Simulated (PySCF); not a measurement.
B3LYP has the VWN-RPA correlation part, as in Gaussian. Delta-SCF ions had no search for a lower state. Excitations are Tamm–Dancoff values on a coarser integration grid. The basis has no diffuse functions, so Rydberg states are missing or too high.

Cartesian coordinates (Å):
```xyz
13

C     -0.7585    -1.1658     0.2974
C     -0.0376    -0.0460    -0.4438
C     -0.2119     1.2976     0.2695
N      1.3634    -0.4355    -0.6429
H     -0.3368    -1.2936     1.2992
H     -1.8203    -0.9419     0.4112
H     -0.6532    -2.1098    -0.2372
H     -0.4775     0.0386    -1.4431
H      0.3005     2.0961    -0.2719
H     -1.2662     1.5727     0.3555
H      0.2075     1.2515     1.2787
H      1.8196    -0.5599     0.2559
H      1.8711     0.2959    -1.1285
```
Charge 0, multiplicity 1.

Problem. Estimate the vertical ionisation energy (Delta-SCF), S1 oscillator strength, HOMO, S1–T1 gap (TDA), S1 excitation (TDA), T1 excitation (TDA), LUMO and dipole moment that PySCF 2.14.0 with B3LYP-D3(BJ)/def2-TZVP returns for this input.

Solution. 
| Item | Result |
|---|---|
| vertical ionisation energy (Delta-SCF) | 9.25 eV |
| S1 oscillator strength | 0.026 |
| HOMO | -6.57 eV |
| S1–T1 gap (TDA) | 0.30 eV |
| S1 excitation (TDA) | 6.17 eV |
| T1 excitation (TDA) | 5.87 eV |
| LUMO | 0.67 eV |
| dipole moment | 1.22 D |
